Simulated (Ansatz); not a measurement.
TiF₄. The state is a singlet with charge 0. Geometry PBE-D4/def2-SVP; atoms count from 1.

```xyz
5

Ti    0.000    0.000    0.000
F    -1.595   -0.695   -0.119
F     1.092   -1.168    0.696
F    -0.058    1.418    1.014
F     0.561    0.445   -1.590
```

Question: Estimate the Mulliken populations from the PBE0/def2-TZVP orbitals of Ansatz.

Answer: 
| atom | charge (e) | d electrons |
| --- | --- | --- |
| Ti1 | 1.68 | 1.87 |
| F2 | -0.42 | – |
| F3 | -0.42 | – |
| F4 | -0.42 | – |
| F5 | -0.42 | – |
Mulliken values and Mayer orders depend strongly on the basis.

Question: And the Mayer bond orders between bonded heavy atoms (over 0.3)?

Answer: Ti1–F2 0.97 (1.74 Å); Ti1–F3 0.97 (1.74 Å); Ti1–F4 0.97 (1.74 Å); Ti1–F5 0.97 (1.74 Å).
